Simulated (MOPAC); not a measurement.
A run for MOPAC: PM3 on CH7GeN (SMILES [CH3][GeH2][NH2]), a point of a torsion scan.

```
PM3 1SCF PRECISE CHARGE=0 THREADS=1
CH7GeN

C      1.34559435 1     0.53637614 1    -0.03909107 1
Ge    -0.14613382 1    -0.77779849 1    -0.05058393 1
N     -1.24392684 1    -0.70238431 1     1.39497498 1
H      2.30838179 1     0.03503143 1    -0.06607601 1
H      1.28867177 1     1.19963049 1    -0.89694945 1
H      1.31177392 1     1.14777522 1     0.85947047 1
H      0.35950052 1    -2.19112620 1    -0.06397863 1
H     -1.05809559 1    -0.57237182 1    -1.22509809 1
H     -1.76664237 1     0.15525097 1     1.50917193 1
H     -0.81984113 1    -0.92624111 1     2.28479308 1
```

Output:

```
*******************************************************************************
 **                                                                           **
 **                              MOPAC v23.2.5                                **
 **                                                                           **
 *******************************************************************************
 ** MOPAC's Digital Object Identifier: https://doi.org/10.5281/zenodo.6511958 **
 **                                                                           **
 ** Please cite the open-source release paper for use of this MOPAC version:  **
 ** J. E. Moussa and J. J. P. Stewart (2026)                                  **
 ** MOPAC: An open-source semiempirical molecular orbital program             **
 ** J. Open Source Softw., 11(119), 8025, https://doi.org/10.21105/joss.08025 **
 *******************************************************************************

                              PM3 CALCULATION RESULTS

 *******************************************************************************
 *  PM3        - The PM3 Hamiltonian to be used
 *
 *
 *
 *                 CHARGE ON SYSTEM = 0
 *
 *
 *
 *  PRECISE    - TIGHTER CRITERIA TO BE USED
 *  1SCF       - DO 1 SCF AND THEN STOP
 *  THREADS=1  - MULTI-THREADING NOT USED
 *  T=         - A TIME OF 172800.0 SECONDS REQUESTED
 *  DUMP=N     - RESTART FILE WRITTEN EVERY 7200.0 SECONDS REQUESTED
 *******************************************************************************
PM3 1SCF PRECISE CHARGE=0 THREADS=1
 CH7GeN

   ATOM   CHEMICAL          X               Y               Z
  NUMBER   SYMBOL      (ANGSTROMS)     (ANGSTROMS)     (ANGSTROMS)

     1       C          1.34559435  *   0.53637614  *  -0.03909107  *
     2      Ge         -0.14613382  *  -0.77779849  *  -0.05058393  *
     3       N         -1.24392684  *  -0.70238431  *   1.39497498  *
     4       H          2.30838179  *   0.03503143  *  -0.06607601  *
     5       H          1.28867177  *   1.19963049  *  -0.89694945  *
     6       H          1.31177392  *   1.14777522  *   0.85947047  *
     7       H          0.35950052  *  -2.19112620  *  -0.06397863  *
     8       H         -1.05809559  *  -0.57237182  *  -1.22509809  *
     9       H         -1.76664237  *   0.15525097  *   1.50917193  *
    10       H         -0.81984113  *  -0.92624111  *   2.28479308  *



          CARTESIAN COORDINATES

    NO.       ATOM           X           Y           Z

     1         C          1.3456      0.5364     -0.0391
     2        Ge         -0.1461     -0.7778     -0.0506
     3         N         -1.2439     -0.7024      1.3950
     4         H          2.3084      0.0350     -0.0661
     5         H          1.2887      1.1996     -0.8969
     6         H          1.3118      1.1478      0.8595
     7         H          0.3595     -2.1911     -0.0640
     8         H         -1.0581     -0.5724     -1.2251
     9         H         -1.7666      0.1553      1.5092
    10         H         -0.8198     -0.9262      2.2848

  H: (PM3): J. J. P. STEWART, J. COMP. CHEM. 10, 209 (1989).
  C: (PM3): J. J. P. STEWART, J. COMP. CHEM. 10, 209 (1989).
  N: (PM3): J. J. P. STEWART, J. COMP. CHEM. 10, 209 (1989).
 Ge: (PM3): J. J. P. STEWART, J. COMP. CHEM. 12, 320-341 (1991).

           Empirical Formula: C H7 N Ge  =    10 atoms



      MOLECULAR POINT GROUP   :   Cs


      RHF CALCULATION, NO. OF DOUBLY OCCUPIED LEVELS = 10


 -------------------------------------------------------------------------------
 PM3 1SCF PRECISE CHARGE=0 THREADS=1
 CH7GeN



     1SCF WAS SPECIFIED, SO BFGS WAS NOT USED
     SCF FIELD WAS ACHIEVED


                              PM3 CALCULATION
                                                       MOPAC v23.2.5 Linux




          FINAL HEAT OF FORMATION =          2.85268 KCAL/MOL =      11.93560 KJ/MOL


          COSMO AREA              =        109.67 SQUARE ANGSTROMS
          COSMO VOLUME            =         97.18 CUBIC ANGSTROMS

          IONIZATION POTENTIAL    =          9.275511 EV
          HOMO LUMO ENERGIES (EV) =         -9.276  0.182
          NO. OF FILLED LEVELS    =         10
          MOLECULAR WEIGHT        =        105.6630         POINT GROUP:  Cs

          MOLECULAR DIMENSIONS (Angstroms)

            Atom       Atom       Distance
            H     9    H     4     4.37055
            H     7    H     6     3.56276
            H     8    H    10     3.29113


          SCF CALCULATIONS        =          1





   ATOM   CHEMICAL          X               Y               Z
  NUMBER   SYMBOL      (ANGSTROMS)     (ANGSTROMS)     (ANGSTROMS)

     1       C          1.34559435  *   0.53637614  *  -0.03909107  *
     2      Ge         -0.14613382  *  -0.77779849  *  -0.05058393  *
     3       N         -1.24392684  *  -0.70238431  *   1.39497498  *
     4       H          2.30838179  *   0.03503143  *  -0.06607601  *
     5       H          1.28867177  *   1.19963049  *  -0.89694945  *
     6       H          1.31177392  *   1.14777522  *   0.85947047  *
     7       H          0.35950052  *  -2.19112620  *  -0.06397863  *
     8       H         -1.05809559  *  -0.57237182  *  -1.22509809  *
     9       H         -1.76664237  *   0.15525097  *   1.50917193  *
    10       H         -0.81984113  *  -0.92624111  *   2.28479308  *

                             CARTESIAN COORDINATES

   1    C        1.345594350     0.536376140    -0.039091070
   2   Ge       -0.146133820    -0.777798490    -0.050583930
   3    N       -1.243926840    -0.702384310     1.394974980
   4    H        2.308381790     0.035031430    -0.066076010
   5    H        1.288671770     1.199630490    -0.896949450
   6    H        1.311773920     1.147775220     0.859470470
   7    H        0.359500520    -2.191126200    -0.063978630
   8    H       -1.058095590    -0.572371820    -1.225098090
   9    H       -1.766642370     0.155250970     1.509171930
  10    H       -0.819841130    -0.926241110     2.284793080


           Empirical Formula: C H7 N Ge  =    10 atoms



      MOLECULAR POINT GROUP   :   Cs


                  EIGENVALUES
 -28.95327 -27.44307 -15.70869 -15.23324 -14.05104 -13.89937 -12.52166 -11.86581
 -11.35816  -9.27551   0.18182   0.43496   0.61239   3.06229   4.42808   4.49302
   4.54061   4.58362   5.34078


              NET ATOMIC CHARGES AND DIPOLE CONTRIBUTIONS

  ATOM NO.   TYPE          CHARGE      No. of ELECS.   s-Pop       p-Pop
    1          C          -0.278240        4.2782     1.17341     3.10483
    2         Ge           0.367455        3.6325     0.74231     2.89024
    3          N          -0.167117        5.1671     1.43847     3.72864
    4          H           0.053300        0.9467     0.94670
    5          H           0.053285        0.9467     0.94672
    6          H           0.050292        0.9497     0.94971
    7          H          -0.079380        1.0794     1.07938
    8          H          -0.079381        1.0794     1.07938
    9          H           0.039887        0.9601     0.96011
   10          H           0.039901        0.9601     0.96010
 DIPOLE           X         Y         Z       TOTAL
 POINT-CHG.    -0.049    -0.027     0.023     0.061
 HYBRID         0.817     1.015     0.417     1.368
 SUM            0.768     0.988     0.440     1.326


          ATOMIC ORBITAL ELECTRON POPULATIONS

     Atom    s        px        py        pz
    1  C   1.17341   1.04072   1.03400   1.03011
    2 Ge   0.74231   0.93684   0.99884   0.95455
    3  N   1.43847   1.32618   1.36450   1.03796
    4  H   0.94670
    5  H   0.94672
    6  H   0.94971
    7  H   1.07938
    8  H   1.07938
    9  H   0.96011
   10  H   0.96010

 **********************
 *                    *
 * JOB ENDED NORMALLY *
 *                    *
 **********************




 == MOPAC DONE ==
```

The run finished.

Cost: around 0.04 core-seconds (rough).
